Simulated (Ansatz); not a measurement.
Consider the ligand exchange at the Sn–C bond: `C#C[CH](C)[SnH3]` + HI → `[SnH3][I]` + `C#CCC`.

Calculated with Ansatz (gas phase, PBE0-D4/def2-TZVP geometries, no zero-point term in ΔE). CCSD(T)/CBS is the MP2 limit (def2-TZVPP, def2-QZVPP) plus CCSD(T) − MP2 in def2-TZVPP, frozen cores. DFT in def2-TZVPP. Elements past krypton have def2 core potentials. For I, Sn outer-core shells are correlated without core-valence functions, which leaves a few kJ/mol of doubt a bond.

`C#C[CH](C)[SnH3]`:

Cartesian coordinates in Å:
```
C -1.539 1.922 0.807
C -0.935 0.891 0.664
C -0.192 -0.326 0.453
C -0.858 -1.272 -0.547
Sn 1.809 0.234 -0.200
H -2.077 2.830 0.942
H -0.052 -0.834 1.412
H -1.855 -1.558 -0.203
H -0.268 -2.182 -0.675
H -0.970 -0.797 -1.524
H 2.735 -1.193 -0.398
H 1.668 1.042 -1.696
H 2.535 1.244 0.965
```

HI:

Cartesian coordinates in Å:
```
I 0.004 -0.331 0.734
H -0.004 0.331 -0.734
```

`[SnH3][I]`:

```xyz
5

Sn    0.042    0.104    0.211
I    -0.433   -1.062   -2.160
H     1.696   -0.110    0.547
H    -0.942   -0.679    1.356
H    -0.363    1.747    0.047
```

`C#CCC`:

```xyz
10

C     1.023    1.391    1.502
C     0.778    0.603    0.630
C     0.453   -0.347   -0.421
C    -1.049   -0.570   -0.575
H     1.248    2.088    2.274
H     0.877    0.012   -1.365
H     0.952   -1.297   -0.204
H    -1.247   -1.288   -1.373
H    -1.480   -0.956    0.350
H    -1.556    0.364   -0.819
```

CCSD(T)/CBS gives -132.8 kJ/mol.

(1) Another level gave -139.4 kJ/mol. Which?
A. PBE0/def2-TZVPP
B. PBE-D4/def2-TZVPP
C. ωB97X-V/def2-TZVPP
D. CCSD(T)/def2-TZVPP

Largest T1 diagnostic among the species: 0.012.

Answers

(1) A. PBE0 -139.4, ωB97X-V -134.4, PBE-D4 -126.9, CCSD(T)/def2-TZVPP -120.5 kJ/mol.

The D4 term adds +8.8 kJ/mol with B3LYP and +5.0 kJ/mol with PBE0; it sums over pairs of atoms, weighted by their polarisabilities, and B3LYP, whose exchange is more repulsive, gets the larger term. In def2-TZVPP, CCSD(T) changes the Hartree–Fock value by +42.4 kJ/mol (the triples alone add +4.9 kJ/mol) and MP2 by +40.2 kJ/mol. From PBE to PBE0 (25 % exact exchange), in def2-TZVPP and without D4, ΔE moves by −7.0 kJ/mol.

B3LYP here is the variant with VWN-RPA as its local correlation; programs differ in this.
